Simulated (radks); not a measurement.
Values are calculated unless marked as measured or tabulated.
Q: Ionisation ladder of osmium, from Os XLV to Os LXVI. Each ion is in the ground configuration listed by NIST, and IE = E(next ion) - E(this ion). Code: a radial shooting solver on a logarithmic mesh with Libxc functionals. Model: scalar-relativistic Kohn-Sham, BLYP, spin-polarised, spherical densities, finite nucleus; open shells are filled with parallel spins first (spin-orbit coupling, left out, can overturn this in heavy ions); Fermi nuclear charge, rms radius 5.4126 fm.

| species | configuration | IE, Delta-SCF (eV) | -e(HOMO) (eV) | HOMO | <r> HOMO (bohr) |
|---|---|---|---|---|---|
| Os XLV | [Ar] 3d10 4s2 4p2 | 2267.9 | 2240.7 | 4p up | 0.391 |
| Os XLVI | [Ar] 3d10 4s2 4p1 | ? | 2297.3 | 4p up | 0.389 |
| Os XLVII | [Ar] 3d10 4s2 | 2565.3 | 2538.7 | 4s | 0.378 |
| Os XLVIII | [Ar] 3d10 4s1 | ? | 2602.5 | 4s up | 0.376 |
| Os XLIX | [Ar] 3d10 | 4405.6 | 4342.7 | 3d | 0.170 |
| Os L | [Ar] 3d9 | 4536.8 | 4473.3 | 3d down | 0.169 |
| Os LI | [Ar] 3d8 | 4669.0 | 4605.1 | 3d down | 0.168 |
| Os LII | [Ar] 3d7 | 4802.0 | 4737.7 | 3d down | 0.167 |
| Os LIII | [Ar] 3d6 | 4935.7 | 4871.2 | 3d down | 0.166 |
| Os LIV | [Ar] 3d5 | 5108.7 | 5041.8 | 3d up | 0.164 |
| Os LV | [Ar] 3d4 | 5248.0 | 5180.6 | 3d up | 0.163 |
| Os LVI | [Ar] 3d3 | 5388.2 | 5320.4 | 3d up | 0.162 |
| Os LVII | [Ar] 3d2 | 5529.2 | 5461.0 | 3d up | 0.161 |
| Os LVIII | [Ar] 3d1 | 5670.8 | 5602.4 | 3d up | 0.160 |
| Os LIX | [Ar] | 6236.9 | 6178.0 | 3p | 0.179 |
| Os LX | [Ne] 3s2 3p5 | 6361.2 | 6302.7 | 3p down | 0.178 |
| Os LXI | [Ne] 3s2 3p4 | 6483.8 | 6426.2 | 3p down | 0.177 |
| Os LXII | [Ne] 3s2 3p3 | ? | 6584.6 | 3p up | 0.176 |
| Os LXIII | [Ne] 3s2 3p2 | ? | 6712.5 | 3p up | 0.176 |
| Os LXIV | [Ne] 3s2 3p1 | 6898.4 | 6839.0 | 3p up | 0.175 |
| Os LXV | [Ne] 3s2 | 7491.5 | 7437.7 | 3s | 0.177 |
| Os LXVI | [Ne] 3s1 | 7630.2 | 7575.0 | 3s up | 0.177 |

Estimate the withheld Delta-SCF values.

A: Os XLVI: 2324.0 eV (NIST 2400); Os XLVIII: 2629.8 eV (NIST 2616); Os LXII: 6645.6 eV (NIST 6503); Os LXIII: 6773.0 eV (NIST 7039).
